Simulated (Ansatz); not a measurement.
Input for Ansatz (a quantum-chemistry and plane-wave program): R-PBE/def2-TZVPPD on FH2I (a complex), monomers drawn apart or pushed together. Elements past Kr take the def2 small-core potentials; no spin–orbit coupling. Files ending in .json are basis or fitting sets from the Basis Set Exchange.

Ansatz 0.2 input:
```yaml
crystal:
  periodic: [false, false, false]
  atoms:
    - {symbol: F, position_ang: [-0.07014391, 0.47503342, -0.24116469]}
    - {symbol: H, position_ang: [0.00476218, 0.03463117, 0.57653190]}
    - {symbol: I, position_ang: [0.24424148, -1.20225946, 3.34034012]}
    - {symbol: H, position_ang: [0.20554228, 0.26997210, 4.00689246]}
basis:
  gaussian:
    orbitals: def2-TZVPPD.json
hamiltonian:
  xc: {name: PBE}
scf: {lower_state_search: off}
```

Output:

```
WARN ansatz: RAYON_NUM_THREADS=1 ignored (pool sized by the plan → 1); use --threads N
Functional definition: PBE
these checks for a lower state are left out or cut short: stability, starts, cluster_reference, orbital_swaps, neighbouring_geometries, increment
integrals: 0.04 GiB planned
729 factors; their error is unknown
mean field: 0.31 GiB planned
mean field evaluation 1: about -10847.1377 eV, gradient 3.6e1 eV
mean field evaluation 2: about -10840.4024 eV, gradient 7.8e1 eV
mean field evaluation 4: about -10848.9767 eV, gradient 2.5e0 eV
mean field evaluation 8: about -10848.9866 eV, gradient 3.8e-2 eV
mean field evaluation 16: about -10848.9739 eV, gradient 2.3e-5 eV
mean field -10848.97392264 eV, -398.6924379583 hartree, gradient 7.4e-6 eV, S^2 0.000000; 0 other end points of the search recorded, 0 dependent functions left out
reference -10848.97397298 eV, -398.6924398082 hartree; 18, 18 occupied and 115, 115 virtual orbitals, 729 factors
Total energy: -10848.97397298 eV, -398.6924398082 hartree
Checks for a lower state left out: stability, starts, cluster_reference, orbital_swaps, neighbouring_geometries, increment
```

The run converged.

Cost: very roughly 1.4 core-seconds.
